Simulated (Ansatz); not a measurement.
Consider the redistribution: `B/C=C(\F)[SiH3]` + `C[SiH](C)[NH][AlH2]` → `C[SiH]([SiH3])[NH][AlH2]` + `B/C=C(/C)F`.

Computed with Ansatz on PBE0-D4/def2-TZVP structures; ΔE is electronic, products minus reactants. CCSD(T)/CBS is the MP2 limit (def2-TZVPP, def2-QZVPP) plus CCSD(T) − MP2 in def2-TZVPP, frozen cores. Double bonds are as drawn, so ΔE can hold a change between cis and trans. Functionals use def2-TZVPP. Each species was taken in one conformer, which may not be the lowest.

**Question.** Is it downhill or uphill in electronic energy at CCSD(T)/CBS, and by how much? (Estimate.)

**Answer.** Ansatz gave: Uphill: ΔE = +0.11 eV.

**Question.** What do these levels give: PBE-D4, r2SCAN-D4, r2SCAN, CCSD(T)/def2-TZVPP, MP2/def2-QZVPP, CCSD/CBS(def2)? (An estimate is asked.)

**Answer.** Ansatz gave: PBE-D4 -0.06, r2SCAN-D4 0.02, r2SCAN 0.03, CCSD(T)/def2-TZVPP 0.09, MP2/def2-QZVPP 0.15, CCSD/CBS(def2) 0.12 eV.

Largest T1 diagnostic among the species: 0.013.
